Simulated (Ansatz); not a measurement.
Reaction (formal exchange of groups at the Al–Si bond): `[AlH2][SiH]1C[SiH2]N1` + `C/N=C/O` → `O/C=N/[CH2][AlH2]` + `C1[SiH2]N[SiH2]1`

Isolated molecules relaxed with PBE0-D4/def2-TZVP in Ansatz; ΔE leaves out vibrations. CCSD(T)/CBS adds triple-zeta CCSD(T) − MP2 to the extrapolated MP2 energy (def2 sets, frozen cores). Double bonds are as drawn, so ΔE can hold a change between cis and trans. Functionals use def2-TZVPP. B3LYP here is the variant with VWN-RPA as its local correlation; programs differ in this. One conformer a species, not always the lowest.

**Question.** Is it downhill or uphill in electronic energy at CCSD(T)/CBS, and by how much? (Estimate.)

**Answer.** Computed: Uphill: ΔE = +1.1 kcal/mol.

**Question.** What do these levels give: r2SCAN-D4, PBE0-D4, B3LYP-D4, B2PLYP, PBE, B3LYP, MP2/def2-TZVPP, CCSD/def2-TZVPP, CCSD(T)/def2-TZVPP, HF/def2-QZVPP, MP2/def2-QZVPP, SCS-MP2/def2-QZVPP? (An estimate is asked.)

**Answer.** Computed: r2SCAN-D4 1.4, PBE0-D4 3.2, B3LYP-D4 1.2, B2PLYP 0.5, PBE 3.4, B3LYP 1.0, MP2/def2-TZVPP -0.3, CCSD/def2-TZVPP 1.4, CCSD(T)/def2-TZVPP 1.5, HF/def2-QZVPP 0.8, MP2/def2-QZVPP -0.6, SCS-MP2/def2-QZVPP -0.3 kcal/mol.

Largest T1 diagnostic among the species: 0.013.
